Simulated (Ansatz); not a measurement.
Gas-phase electronic energies from Ansatz, PBE0-D4/def2-TZVP geometries. CCSD(T)/CBS adds triple-zeta CCSD(T) − MP2 to the extrapolated MP2 energy (def2 sets, frozen cores). This one scheme is used for every species, atoms too. DFT in def2-TZVPP. Open shells (•) are unrestricted, without spin–orbit coupling. Spin–orbit coupling would lower the free atoms: a little for F, Si; strongly for Sn. def2 core potentials past Kr. For Sn outer-core shells are correlated without core-valence functions, so the limit isn't a true one: a few kJ/mol of doubt a bond, and 10 to 20 or more in all where bonds break to atoms.

Consider the atomization: `[F][SnH][SiH3]`• → F• + 4 H• + Si• + Sn•.

Problem. What is ΔE at CCSD(T)/CBS? (Best estimate.)

Solution. Computed: +19.26 eV.

Problem. What do these levels give: LDA (SPW92), r2SCAN-D4, B97M-V, r2SCAN0-D4, CAM-B3LYP-D4, revPBE, BLYP, BHLYP, LC-ωPBE, MP2/def2-SVP, HF/def2-TZVPP, CCSD/CBS(def2)? (Estimate.)

Solution. The calculation gave: LDA (SPW92) 21.62, r2SCAN-D4 19.21, B97M-V 19.42, r2SCAN0-D4 18.85, CAM-B3LYP-D4 19.21, revPBE 18.36, BLYP 18.78, BHLYP 18.46, LC-ωPBE 18.91, MP2/def2-SVP 17.49, HF/def2-TZVPP 13.89, CCSD/CBS(def2) 19.02 eV.

Largest T1 diagnostic among the species: 0.016.

From BLYP to BHLYP (50 % exact exchange), in def2-TZVPP and without D4, ΔE moves by −0.32 eV: exact exchange takes away binding that semilocal exchange gives to molecules. The D4 term adds +0.22 eV with B3LYP and +0.11 eV with PBE0; it sums over pairs of atoms, weighted by their polarisabilities, and B3LYP, whose exchange is more repulsive, gets the larger term.

B3LYP here is the variant with VWN-RPA as its local correlation; programs differ in this.

For atomizations the MP2-based limit and the directly extrapolated one differ by several kJ/mol either way, and by 10 to 25 for some Ge, Se and Sn compounds, so smaller differences from it don't rank the levels.
